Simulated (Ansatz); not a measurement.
Geometry optimisation, RKS PBE-D4/def2-SVP (Ansatz 0.2.0).

Input file:

```yaml
crystal:
  periodic: [false, false, false]
  atoms:
    - { symbol: Ge, position_ang: [0.419394, 0.021624, -0.196776] }
    - { symbol: H, position_ang: [0.302766, -0.549961, 1.240948] }
    - { symbol: H, position_ang: [1.913621, -0.038682, -0.61856] }
    - { symbol: H, position_ang: [-0.064121, 1.487793, -0.229569] }
    - { symbol: H, position_ang: [-0.407, -0.861188, -1.160131] }
    - { symbol: "N", position_ang: [-2.33257, -0.143428, 1.251297] }
    - { symbol: H, position_ang: [-3.023962, -0.781863, 0.84878] }
    - { symbol: Si, position_ang: [-2.881372, 1.177574, 2.264813] }
    - { symbol: H, position_ang: [-3.561542, 0.797775, 3.56376] }
    - { symbol: H, position_ang: [-1.665173, 1.990932, 2.612142] }
    - { symbol: H, position_ang: [-3.859947, 1.997166, 1.46777] }
    - { symbol: H, position_ang: [-1.524093, -0.69764, 1.600027] }
basis:
  gaussian: { orbitals: def2-SVP }
hamiltonian:
  xc: pbe
  dispersion: d4
relax:
  f_tol: 0.03
  max_steps: 50
```

Launched with:

```bash
$ ansatz run input.yaml --threads 4 --pin off --max-ram 5120MiB --backend cpu --events-out ev --progress --plain --runs-dir out
```

Task: Where does it end, and by what steps?

Result: The forces met the threshold. The force dipped under the threshold on the way, but the program's further checks kept it going. After 12 steps the energy has fallen by 0.087 eV; H11 moved furthest, 0.84 Å.

```json
{"step": "0", "energy less start (eV)": "0.0000", "largest force component (eV/Å)": "0.587", "accepted": "yes"}
{"step": "1", "energy less start (eV)": "-0.0495", "largest force component (eV/Å)": "0.259", "accepted": "yes"}
{"step": "2", "energy less start (eV)": "-0.0606", "largest force component (eV/Å)": "0.117", "accepted": "yes"}
{"step": "3", "energy less start (eV)": "-0.0665", "largest force component (eV/Å)": "0.097", "accepted": "yes"}
{"step": "4", "energy less start (eV)": "-0.0727", "largest force component (eV/Å)": "0.057", "accepted": "yes"}
{"step": "5", "energy less start (eV)": "-0.0753", "largest force component (eV/Å)": "0.178", "accepted": "yes"}
{"step": "6", "energy less start (eV)": "-0.0788", "largest force component (eV/Å)": "0.080", "accepted": "yes"}
{"step": "7", "energy less start (eV)": "-0.0816", "largest force component (eV/Å)": "0.012", "accepted": "yes"}
{"step": "8", "energy less start (eV)": "-0.0843", "largest force component (eV/Å)": "0.080", "accepted": "yes"}
{"step": "9", "energy less start (eV)": "-0.0854", "largest force component (eV/Å)": "0.067", "accepted": "yes"}
{"step": "10", "energy less start (eV)": "-0.0865", "largest force component (eV/Å)": "0.036", "accepted": "yes"}
{"step": "11", "energy less start (eV)": "-0.0869", "largest force component (eV/Å)": "0.011", "accepted": "yes"}
{"step": "12", "energy less start (eV)": "-0.0871", "largest force component (eV/Å)": "0.013", "accepted": "yes"}
```

```xyz
12
Properties=species:S:1:pos:R:3
Ge 0.385 0.135 -0.218
H 0.743 -0.431 1.177
H 1.709 0.377 -1.000
H -0.353 1.487 -0.083
H -0.471 -0.877 -1.015
N -2.354 -0.391 1.472
H -3.018 -0.788 0.801
Si -2.759 1.150 2.206
H -3.915 1.147 3.183
H -1.542 1.630 2.948
H -3.111 2.096 1.093
H -1.998 -1.134 2.080
```

Whether the end is a true minimum wasn't checked by a vibrational analysis.

The run took 13 s on 4 threads of Arm Neoverse V2, on a shared host, peak memory 0.16 GiB.
